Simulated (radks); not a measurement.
Spherical quantum dot in the effective-mass picture: electrons in a parabolic well V = omega^2 r^2 / 2 with omega = 0.771, with a point charge +1 (a donor) at the centre, all in effective atomic units (hartree* = m*/eps^2 hartree, bohr* = eps/m* bohr), one dielectric constant everywhere. Calculated with a radial shooting solver with Libxc functionals: non-relativistic Kohn-Sham, LDA (Slater exchange, Perdew-Wang correlation), spin-polarised, spherical densities. Levels are named by radial order and angular momentum (1s, 1p, 1d, 2s, ...), and open shells are averaged over m. Results are scaled to m* = 0.088 and eps = 7.1, for which hartree* = 47.5 meV and bohr* = 4.269 nm.

N = 27, configuration 1s2 1p6 1d10 2s2 1f(up 7, down 0). This is the lowest configuration that the search found. Occupied and some empty levels:

level    occupation  eigenvalue (meV)  <r> (nm)
1s up             1            485.18     6.986
1s down           1            486.10     6.725
1p up             3            505.80     10.77
1p down           3            508.16     10.60
2s up             1            517.16     10.43
2s down           1            519.34     10.55
1d up             5            522.79     12.42
1d down           5            525.68     12.35
1f up             7            541.24     13.58
1f down           0            544.31     13.57
2p up             0            545.64     11.59
2p down           0            547.48     11.67
1g up             0            561.36     14.53
1g down           0            564.44     14.56
2d up             0            569.42     12.91
2d down           0            571.34     12.94

Energy (meV): total 8626.19, kinetic 904.93, external 2621.6, Hartree 5612.6, exchange-correlation -512.91.

Electron density:

r (nm)  n(r) (e/nm^3)
0.494         0.01021
1.74         0.005762
2.98         0.003384
4.22         0.002191
5.46         0.001699
6.70         0.001612
7.94         0.001713
9.18         0.001837
10.4         0.001863
11.7         0.001730
12.9         0.001443
14.1         0.001063
15.4        0.0006821
16.6        0.0003775
17.9        0.0001793
19.1       0.00007241
20.4       0.00002488
21.6        7.274e-06
22.8        1.818e-06
24.1        3.867e-07
